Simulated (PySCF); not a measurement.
**I⁺ (iodine, charge +1): PBE0 calculation**

Configuration: [Kr] 4d10 5s2 5p3 6s1, 6s spin antiparallel (an excited configuration). Calculation: PySCF 2.14, in dyall-av2z (22s16p12d, 130 functions); the non-relativistic Hamiltonian (point nucleus).

```
Total energy                                     : -6919.45 hartree
One-electron energy                              : -9483.56 hartree
Hartree (Coulomb) energy                         : 2739.82 hartree
Exchange-correlation energy                      : -175.71 hartree
Kinetic energy                                   : 6917.06040 hartree
⟨S²⟩                                             : 3.0005
⟨L²⟩                                             : 0.000
Sum of ⟨r⟩                                       : 37.41 bohr
Sum of ⟨r²⟩                                      : 69.52 bohr²
Density at the nucleus (Gaussians lack the cusp) : 105000 bohr⁻³
Spin density at the nucleus                      : -4.60 bohr⁻³
Langevin diamagnetic susceptibility              : -55.1 ×10⁻⁶ cm³/mol
```

```
shell  electrons  mean orbital energy (eV)  rms radius, mean of both spins (bohr)
 1s α          1                  -31757.9                                 0.0332
 1s β          1                  -31757.8                                 0.0332
 2s α          1                   -4821.3                                  0.134
 2s β          1                   -4821.2                                  0.134
 2p α          3                   -4529.0                                  0.116
 2p β          3                   -4528.8                                  0.116
 3s α          1                   -992.62                                  0.350
 3s β          1                   -992.50                                  0.350
 3p α          3                   -869.28                                  0.342
 3p β          3                   -869.11                                  0.342
 3d α          5                   -640.74                                  0.314
 3d β          5                   -640.63                                  0.314
 4s α          1                   -188.92                                  0.817
 4s β          1                   -188.60                                  0.817
 4p α          3                   -145.17                                  0.858
 4p β          3                   -144.80                                  0.858
 4d α          5                   -70.248                                  0.985
 4d β          5                   -69.848                                  0.985
 5s α          1                   -31.613                                   2.08
 5s β          1                   -28.045                                   2.08
 5p α          3                   -20.907                                   2.39
 6s β          1                    -7.206                                   5.12
```

A non-relativistic calculation at this Z misses sizeable relativistic shifts. The outer electron is Rydberg-like, and this basis confines it to a smaller radius and binds it less than a complete one would. With the s spin flipped the determinant is a mixture of two multiplicities, not a spectroscopic state.
